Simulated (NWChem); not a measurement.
# CH$_{3}$FO$_{2}$Si; SMILES O=CO[SiH2]F

```xyz
8

O      0.5604     2.0050     0.0000
C     -0.5650     1.5854     0.0000
O     -0.8619     0.2911     0.0000
Si     0.4683    -0.7862     0.0000
F     -0.2463    -2.2330     0.0000
H     -1.4753     2.2192     0.0000
H      1.2400    -0.6442    -1.2531
H      1.2400    -0.6442     1.2531
```
Atoms are numbered in this order, from 1.

Program: NWChem. All runs use the structure optimised with PBE0/def2-SVP. Level: PBE0/def2-SVP with SMD (1 M gas to 1 M solution), gas-phase geometry. Reactions with the solvent are ignored.

### Question
Predict the results for solvent water. Quantities: solvation free energy (kcal/mol); cavity-dispersion-structure term (kcal/mol); dipole in solution (D).

### Answer
| Quantity | Result |
|---|---|
| solvation free energy (kcal/mol) | -1.2 |
| cavity-dispersion-structure term (kcal/mol) | 5.1 |
| dipole in solution (D) | 0.71 |
